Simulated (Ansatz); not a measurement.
Ideal-gas functions of C$_{2}$H$_{3}$ClFSi (`[CH]=C[SiH](F)Cl`) radical at 600 K and 1 bar, from an Ansatz frequency run at PBE0-D4/def2-TZVP.

Molar mass 109.58 g/mol, point group C1 (symmetry number 1), electronic degeneracy 2, moments of inertia 109.617, 226.428, 305.909 u Å². Harmonic wavenumbers (cm⁻¹, unscaled): 65, 176, 202, 240, 336, 553, 622, 722, 811, 822, 882, 893, 914, 1155, 1648, 2284, 3117, 3239.

Use S(trans) = R[1.5 ln M + 2.5 ln T − 1.1517]; rotational temperatures θ = 24.2544 K / I; S(rot) = R[ln(√π/σ · √(T³/θAθBθC)) + 1.5]; for each mode x = 1.438777 ν̃/T, S = R[x/(eˣ − 1) − ln(1 − e⁻ˣ)] and H = RT x/(eˣ − 1); 1 cm⁻¹ = 0.0119627 kJ/mol; R = 8.31446 J/(mol·K).

Task: By hand: the entropy, in J/(mol·K).

Result: Translation 182.0. Rotation: θ = 0.2213, 0.1071, 0.0793 K, giving 123.1. Vibration, mode by mode: 23.78, 15.55, 14.42, 13.02, 10.33, 6.55, 5.72, 4.72, 3.98, 3.90, 3.48, 3.41, 3.28, 2.08, 0.81, 0.23, 0.04, 0.03, in all 115.3. Electronic 5.8. Sum 426.2 J/(mol·K).

Task: By hand: H − E and G − E in kJ/mol, counted from the electronic energy.

Result: Zero-point energy ½ × 18681 × 0.0119627 = 111.7; thermal vibration 34.8; translation, rotation and pV give 4 RT = 20.0. H − E = 166.5 kJ/mol, and G − E = 166.5 − 600 × 426.2/1000 = -89.2 kJ/mol.

Vibration gives 27 % of the entropy, 23.8 J/(mol·K) of it from the mode under 150 cm⁻¹: soft modes count most, and the harmonic formula is weakest for them. The sum counts one conformer and one mirror image; others add a mixing term.
